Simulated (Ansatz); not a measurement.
Geometry optimisation, Ansatz, RKS PBE-D4/def2-SVP.

Input:

```yaml
crystal:
  periodic: [false, false, false]
  atoms:
    - { symbol: Al, position_ang: [-1.145687, 0.413584, -0.662612] }
    - { symbol: Si, position_ang: [1.418826, 0.007219, 1.853398] }
    - { symbol: C, position_ang: [-0.046675, -0.355809, -2.066854] }
    - { symbol: O, position_ang: [-2.462358, -0.464302, -0.006018] }
    - { symbol: H, position_ang: [0.52467, 0.813965, 1.031437] }
    - { symbol: F, position_ang: [-0.876149, 2.044496, -0.116694] }
    - { symbol: H, position_ang: [2.829952, 0.172364, 1.365808] }
    - { symbol: H, position_ang: [1.30244, 0.463346, 3.279512] }
    - { symbol: H, position_ang: [1.024179, -1.440568, 1.753962] }
    - { symbol: H, position_ang: [-0.126272, -1.461431, -2.077526] }
    - { symbol: H, position_ang: [-0.372858, 0.015006, -3.061749] }
    - { symbol: H, position_ang: [1.020123, -0.075647, -1.948553] }
    - { symbol: H, position_ang: [-3.090192, -0.132223, 0.655891] }
basis:
  gaussian: { orbitals: def2-SVP }
hamiltonian:
  xc: pbe
  dispersion: d4
relax:
  f_tol: 0.03
  max_steps: 50
output:
  orbitals: {}
```

Launched with:

```bash
$ ansatz run input.yaml --threads 2 --pin off --max-ram 3072MiB --backend cpu --events-out ev --progress --plain --runs-dir out
```

Problem. Where does it end, and by what steps?

Solution. The forces met the threshold. The force dipped under the threshold on the way, but the program's further checks kept it going. After 20 steps the energy has fallen by 0.241 eV; H8 moved furthest, 1.23 Å.

```csv
step,energy less start (eV),largest force component (eV/Å),accepted
0,0.0000,1.076,yes
1,-0.0651,1.144,yes
2,-0.0913,1.233,yes
3,-0.1151,1.076,yes
4,-0.1472,0.668,yes
5,-0.1642,0.190,yes
6,-0.1710,0.106,yes
7,-0.1779,0.091,yes
8,-0.1894,0.228,yes
9,-0.1956,0.437,yes
10,-0.2114,0.245,yes
11,-0.2275,0.085,yes
12,-0.2326,0.088,yes
13,-0.2350,0.064,yes
14,-0.2371,0.094,yes
15,-0.2384,0.071,yes
16,-0.2384,0.110,no
17,-0.2395,0.025,yes
18,-0.2400,0.059,yes
19,-0.2403,0.054,yes
20,-0.2406,0.023,yes
```

```xyz
13
Properties=species:S:1:pos:R:3
Al -0.876 0.542 -0.581
Si 1.108 -0.165 1.777
C -0.066 -0.251 -2.158
O -1.624 -0.468 0.612
H 0.943 0.602 0.469
F -1.201 2.196 -0.488
H 2.529 0.111 2.191
H 0.171 0.398 2.798
H 0.921 -1.626 1.527
H 0.293 -1.279 -1.946
H -0.800 -0.316 -2.988
H 0.791 0.352 -2.522
H -2.188 -0.095 1.308
```

Whether the end is a true minimum wasn't checked by a vibrational analysis.

Run time: 100 s on 2 threads of Intel(R) Xeon(R) Processor @ 2.50GHz (Skylake/Cascade Lake), with other jobs on the host, peak memory 0.2 GiB.
